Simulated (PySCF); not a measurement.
These compounds are isomers of formula C8H10FOP.

A. `C1=C(F)[P@@](C=C)(=O)C(C)=C1C`
B. SMILES C=CC1=C(C)[P@@H](=O)C(C)=C1F
C. `CP(C)(=O)c1ccc(F)cc1`

Spectrum 1. 1H NMR (500 MHz, computed): δ 7.95 (m, 2H), 7.44 (m, 2H), 1.49 (m, 6H). 13C{1H} NMR (computed): δ 175.0 (C), 138.0 (CH), 138.0 (C), 121.2 (CH), 22.1 (CH3).

Spectrum 2. 1H NMR (500 MHz, computed): δ 7.30 (m, 1H), 6.71 (m, 1H), 6.31 (m, 1H), 5.89 (m, 1H), 2.20 (m, 3H), 2.18 (m, 3H). 13C{1H} NMR (computed): δ 173.9 (C), 145.5 (C), 143.6 (C), 133.4 (CH), 130.4 (CH2), 118.3 (C), 12.2 (CH3), 9.3 (CH3).

Spectrum 3. 1H NMR (500 MHz, computed): δ 7.25 (m, 1H), 6.88 (m, 1H), 5.98 (m, 1H), 5.95 (m, 1H), 1.94 (s, 3H), 1.91 (m, 3H). 13C{1H} NMR (computed): δ 178.3 (C), 148.5 (C), 147.6 (CH2), 136.9 (CH), 128.8 (C), 124.3 (CH), 18.3 (CH3), 10.3 (CH3).

One averaged value for each set of equivalent atoms, gas phase, non-relativistic Hamiltonian, a single conformation. Coordinates at the GFN2-xTB level; shieldings: GIAO PBE0/pcSseg-1; PySCF 2.14.0 with density-fitted response routines.

Chemical shifts δ = σref − σ; 1H (σref 31.72), 13C (σref 186.93) against TMS, all at this level. Splittings of carbon signals by F and P are missing where no couplings were computed. Where no couplings were computed, multiplicities follow the n + 1 count of equivalent neighbours, and m marks all less simple cases (inequivalent or close neighbours, rings, F or P nearby). Shifts are as computed. Against solution values, carbons near 30 ppm lie about +3 ppm off and those near 130 ppm about +5 ppm. Of 1211 compounds with measured shifts, 218 miss one by over three times the rms of a fit or turn the order of signals round; such compounds aren't used in these exercises.

Question: Match each spectrum to its structure.

Answer: 1–C, 2–B, 3–A.

- Spectrum 1 (C): 5 13C signals; δC 175.0 is an aromatic carbon bearing fluorine; δC 138.0 is an aromatic CH.
- Spectrum 2 (B): 8 13C signals; δC 145.5 is a fully substituted alkene carbon; δC 143.6 is a fully substituted alkene carbon.
- Spectrum 3 (A): 8 13C signals; δC 148.5 is a fully substituted alkene carbon; δC 147.6 is a terminal =CH2 carbon.
